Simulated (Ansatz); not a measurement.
Geometry optimisation, RKS PBE0/cc-pVDZ (Ansatz).

Input file:

```yaml
crystal:
  periodic: [false, false, false]
  atoms:
    - { symbol: "N", position_ang: [0.397, 1.5596, -0.7881] }
    - { symbol: B, position_ang: [0.6727, 0.1153, -0.7693] }
    - { symbol: O, position_ang: [-0.4297, -0.8734, -0.745] }
    - { symbol: Al, position_ang: [-0.5403, -1.2898, 1.0408] }
    - { symbol: H, position_ang: [0.02129, 0.22767, 0.19607] }
    - { symbol: H, position_ang: [-0.1853, 1.8395, 0.0695] }
    - { symbol: H, position_ang: [1.8264, -0.2316, -0.8731] }
    - { symbol: H, position_ang: [0.2705, -2.4744, 1.6821] }
    - { symbol: H, position_ang: [-1.6251, -0.4427, 1.9883] }
basis:
  gaussian: { orbitals: cc-pVDZ }
hamiltonian:
  xc: pbe0
relax:
  f_tol: 0.02
  max_steps: 50
```

Run as:

```bash
$ ansatz run input.yaml --threads 2 --pin off --max-ram 3072MiB --backend cpu --events-out ev --progress --plain --runs-dir out
```

Problem. Where does it end, and by what steps?

Solution. The run converged. The force dipped under the threshold on the way, but the program's further checks kept it going. After 33 steps the energy has fallen by 7.058 eV; H5 moved furthest, 1.89 Å. Parted: B2–H5, Al4–H5. Joined: N1–H5.

```tsv
step	energy less start (eV)	largest force component (eV/Å)	accepted
0	0.0000	4.373	yes
2	-2.7405	4.227	yes
4	-4.7681	2.379	yes
6	-5.6191	1.169	yes
8	-6.0839	0.567	yes
10	-6.5543	1.564	yes
12	-6.9647	0.489	yes
14	-6.9901	0.173	yes
16	-7.0013	0.195	yes
18	-7.0031	0.114	yes
20	-7.0104	0.256	yes
22	-7.0159	0.373	yes
24	-7.0285	0.197	yes
26	-7.0319	0.347	yes
28	-7.0536	0.204	yes
30	-7.0582	0.011	yes
32	-7.0581	0.044	no
33	-7.0585	0.005	yes
```

```xyz
9
Properties=species:S:1:pos:R:3
N 0.671 1.565 -0.389
B 0.343 0.223 -0.631
O 0.027 -0.616 0.399
Al -0.668 -1.890 1.318
H 0.688 1.965 0.539
H 0.917 2.206 -1.128
H 0.354 -0.179 -1.777
H 0.327 -2.811 2.143
H -2.251 -2.033 1.327
```

Whether the end is a true minimum wasn't checked by a vibrational analysis.

The run took 71 s on 2 threads of Arm Neoverse V1, with other jobs on the host, peak memory 0.16 GiB.
